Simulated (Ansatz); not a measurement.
Geometry optimisation of Li5⁺.

```yaml
crystal:
  periodic: [false, false, false]
  atoms:
    - {symbol: Li, position_ang: [1.598080, 1.162530, 1.568350]}
    - {symbol: Li, position_ang: [-1.362660, 0.698530, 0.142830]}
    - {symbol: Li, position_ang: [0.917560, 0.547770, -0.946670]}
    - {symbol: Li, position_ang: [0.254230, -1.112480, 0.795110]}
    - {symbol: Li, position_ang: [-1.407210, -1.296350, -1.559610]}
basis:
  gaussian: {orbitals: def2-TZVP}
total_charge: 1
hamiltonian: {xc: r2scan}
scf: {omitted_lower_state_checks: [starts]}
output: {orbitals: {seedname: orbitals}}
relax: {f_tol: 0.02, max_steps: 100}
```

```sh
$ ansatz run in.yaml --threads 4 --pin off --events-out ev --progress --plain --max-ram 3916MiB
```

It prints (some lines left out):

```
Functional definition: r2SCAN
mean field -1016.29035907 eV, -37.3479818295 hartree, gradient 8.7e-5 eV, S^2 0.000000; 0 other end points of the search recorded, 0 dependent functions left out
relax step   1: F+E_penalty+E_count = -1016.29035907 eV  Δ(F+E_penalty+E_count) = +0.000e0 eV  max|allowed force component| = 7.607e-1 eV/Å  Δτ_max = 0.0000 Å  (23 SCF iters, accepted)
mean field -1016.72728518 eV, -37.3640385679 hartree, gradient 1.4e-5 eV, S^2 0.000000; 0 other end points of the search recorded, 0 dependent functions left out
relax step   2: F+E_penalty+E_count = -1016.72728518 eV  Δ(F+E_penalty+E_count) = -4.369e-1 eV  max|allowed force component| = 2.201e-1 eV/Å  Δτ_max = 0.1949 Å  (28 SCF iters, accepted)
mean field -1016.79592983 eV, -37.3665612122 hartree, gradient 1.4e-5 eV, S^2 0.000000; 0 other end points of the search recorded, 0 dependent functions left out
relax step   3: F+E_penalty+E_count = -1016.79592983 eV  Δ(F+E_penalty+E_count) = -6.864e-2 eV  max|allowed force component| = 7.952e-2 eV/Å  Δτ_max = 0.1503 Å  (29 SCF iters, accepted)
mean field -1016.80977032 eV, -37.3670698409 hartree, gradient 1.9e-5 eV, S^2 0.000000; 0 other end points of the search recorded, 0 dependent functions left out
relax step   4: F+E_penalty+E_count = -1016.80977032 eV  Δ(F+E_penalty+E_count) = -1.384e-2 eV  max|allowed force component| = 2.843e-2 eV/Å  Δτ_max = 0.1433 Å  (26 SCF iters, accepted)
mean field -1016.80966533 eV, -37.3670659824 hartree, gradient 7.5e-5 eV, S^2 0.000000; 0 other end points of the search recorded, 0 dependent functions left out
relax step   5: F+E_penalty+E_count = -1016.80966533 eV  Δ(F+E_penalty+E_count) = +1.050e-4 eV  max|allowed force component| = 4.810e-2 eV/Å  Δτ_max = 0.0536 Å  (25 SCF iters, rejected (line search))
mean field -1016.81094923 eV, -37.3671131652 hartree, gradient 6.4e-5 eV, S^2 0.000000; 0 other end points of the search recorded, 0 dependent functions left out
relax step   6: F+E_penalty+E_count = -1016.81094923 eV  Δ(F+E_penalty+E_count) = -1.179e-3 eV  max|allowed force component| = 8.475e-3 eV/Å  Δτ_max = 0.0262 Å  (24 SCF iters, accepted)
mean field -1016.81141609 eV, -37.3671303218 hartree, gradient 6.4e-5 eV, S^2 0.000000; 0 other end points of the search recorded, 0 dependent functions left out
relax step   7: F+E_penalty+E_count = -1016.81141609 eV  Δ(F+E_penalty+E_count) = -4.669e-4 eV  max|allowed force component| = 4.516e-3 eV/Å  Δτ_max = 0.0397 Å  (25 SCF iters, accepted)
mean field -1016.81141609 eV, -37.3671303218 hartree, gradient 6.4e-5 eV, S^2 0.000000; 0 other end points of the search recorded, 0 dependent functions left out
Total energy: -1016.81144044 eV, -37.3671312166 hartree
Atom 0 at     1.589413     1.469310     1.838772 Å, force     0.000280    -0.002685    -0.000967 eV/Å
Atom 1 at    -1.285947     0.908723     0.380069 Å, force     0.002406     0.000440    -0.001433 eV/Å
Atom 2 at     0.988290     0.447389    -1.207395 Å, force    -0.004516     0.001602     0.000583 eV/Å
Atom 3 at     0.304978    -1.363390     0.828385 Å, force    -0.002600     0.001010    -0.000738 eV/Å
Atom 4 at    -1.596734    -1.462032    -1.839821 Å, force     0.004430    -0.000367     0.002555 eV/Å
Dipole moment:     0.000306    -0.000194    -0.000281 e Å
Checks for a lower state left out: starts
```

Hardware: 4 threads of Arm Neoverse V1 on a shared host. Wall time 6.5 s.

The structure comes from a short search, and lower isomers may exist.
